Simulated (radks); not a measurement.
Charge is removed step by step from the 5s level of Ho+, starting from [Xe] 4f11 6s1. Calculated with a radial shooting solver on a logarithmic mesh with Libxc functionals: scalar-relativistic Kohn-Sham, PBE, spin-unpolarised, spherical densities, point nucleus.

| removed (e) | E - E(0) (eV) | eigenvalue (eV) | E minus straight line (eV) |
|---|---|---|---|
| 0 | 0.000 | -56.954 | 0.000 |
| 0.125 | 7.215 | -58.581 | -0.739 |
| 0.25 | 14.635 | -60.235 | -1.273 |
| 0.375 | 22.263 | -61.916 | -1.598 |
| 0.5 | 30.103 | -63.619 | -1.712 |
| 0.625 | 38.158 | -65.344 | -1.612 |
| 0.75 | 46.429 | -67.089 | -1.295 |
| 0.875 | 54.919 | -68.853 | -0.758 |
| 1 | 63.631 | -70.634 | 0.000 |

Removing the whole electron costs 63.631 eV by Delta-SCF, against 56.954 eV from minus the eigenvalue at the starting occupation. Slater's transition state (half an electron removed) gives 63.619 eV. Integrating minus the eigenvalue over the occupation (Janak's theorem) gives 63.677 eV. In this scalar-relativistic scheme the density is built from large components alone, so the theorem holds only approximately. The mean slope of the eigenvalue, de/dn, is 13.7 eV per electron.
